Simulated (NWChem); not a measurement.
System: AlI2 cation; SMILES [I][Al+][I]

Results from NWChem. Medium grid unless said otherwise, to which SCAN and Minnesota functionals are sensitive. The geometry was optimised at PBE0/def2-SVP. def2 effective core potentials on I; no spin-orbit coupling. Hybrids' shares of exact exchange are those that their runs print; pure functionals count as 0. The functionals differ in more than this share.

```csv
row,share of exact exchange,orbital gap (eV)
PBE/def2-SVP,0.00,3.43
M06-L/def2-SVP,0.00,3.90
B3LYP/def2-SVP,0.20,withheld
r2SCAN0/def2-SVP,0.25,5.61
PW6B95/def2-SVP,0.28,5.33
M06-2X/def2-SVP,0.54,7.05
M05-2X/def2-SVP,0.56,7.25
```

### Question
Fit a straight line of the last column on the one before it, predict the withheld value, and compare with the run.

### Answer

1. Means of the 6 shown rows: x = 0.272, y = 5.428. Slope Σ(x − x̄)(y − ȳ)/Σ(x − x̄)² = 1.914/0.3033 = 6.310; intercept 3.714.
2. The shown rows scatter about the line by 0.202 (root mean square); the largest residual is +0.32, at r2SCAN0/def2-SVP.
3. At x = 0.20 (B3LYP/def2-SVP; inside the shown range) the line gives 4.98.
4. The run gives 4.81, -0.17 from the line, 0.8 times the scatter.
